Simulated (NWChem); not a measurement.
Species: SiH3SF; SMILES [SiH2](S)F

```xyz
6

Si    -0.6439     0.5765    -0.0969
F      0.7289     1.3390     0.3165
S     -0.3241    -1.4960    -0.4493
H     -1.5978     0.7892     1.0225
H     -1.1231     1.1342    -1.3861
H     -0.1824    -1.8119     0.8571
```
Atoms are numbered in this order, from 1.

Results from NWChem. Pople sets run with spherical d functions. Geometry: optimised at PBE0/def2-SVP. Core excitations by TDA in a window of 1s orbitals, non-relativistic and unshifted: absolute energies depend strongly on the exact-exchange share.

```
level                          first 1s excitation (eV)  dipole oscillator strength of the first  first state with f > 0.002 (eV)  dipole oscillator strength of that state
-----------------------------  ------------------------  ---------------------------------------  -------------------------------  ----------------------------------------
Si K edge, PBE0/def2-TZVP                        1801.9                                   0.0035                           1801.9                                    0.0035
Si K edge, BHandHLYP/6-311G**                    1824.5                                   0.0057                           1824.5                                    0.0057
F K edge, PBE0/6-311G**                           671.7                                   0.0093                            671.7                                    0.0093
F K edge, B3LYP/def2-TZVP                         669.9                                   0.0076                            669.9                                    0.0076
```
